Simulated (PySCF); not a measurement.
**Potential energy of LiGe along the bond**

Set-up: basis Li cc-pVDZ, Ge cc-pVDZ-PP with ECP10; scalar-relativistic core potentials; PySCF 2.14. Energies in eV from Li + Ge in their ground configurations at the same level. State: ⁴Σ⁻ (quartet), unpaired electrons σ ↑, π ↑↑.

```
R (Å)  r²SCAN    MN15
2.082  -1.521  -1.575
2.179  -1.694  -1.760
2.276  -1.792  -1.868
2.348  -1.829  -1.912
2.421  -1.840  -1.930
2.494  -1.832  -1.927
2.591  -1.797  -1.899
2.712  -1.726  -1.835
2.857  -1.614  -1.729
3.050  -1.442  -1.560
```

Q: Put a parabola through the three lowest points of the r²SCAN curve and estimate Re, k and ωe (reduced mass 6.408 u; 1 eV/Å² = 0.16022 mdyn/Å; ωe = 1302.8·√(k/μ) cm⁻¹).

A: Through R = 2.348, 2.421, 2.494 Å the second-order coefficient is 1.78 eV/Å², so Re ≈ 2.427 Å, k ≈ 0.571 mdyn/Å and ωe ≈ 389 cm⁻¹. A polynomial fit of higher order to the unrounded r²SCAN energies gives Re = 2.424 Å, k = 0.593 mdyn/Å, ωe = 396 cm⁻¹; anharmonicity and rounding make the difference.

The higher-order fit for each curve: r²SCAN: Re = 2.424 Å, ωe = 396 cm⁻¹, De = 1.84 eV; MN15: Re = 2.446 Å, ωe = 388 cm⁻¹, De = 1.93 eV.

Spin–orbit coupling is left out. The state is the lowest determinant that a PBE0 search found; another state may lie lower at other levels.
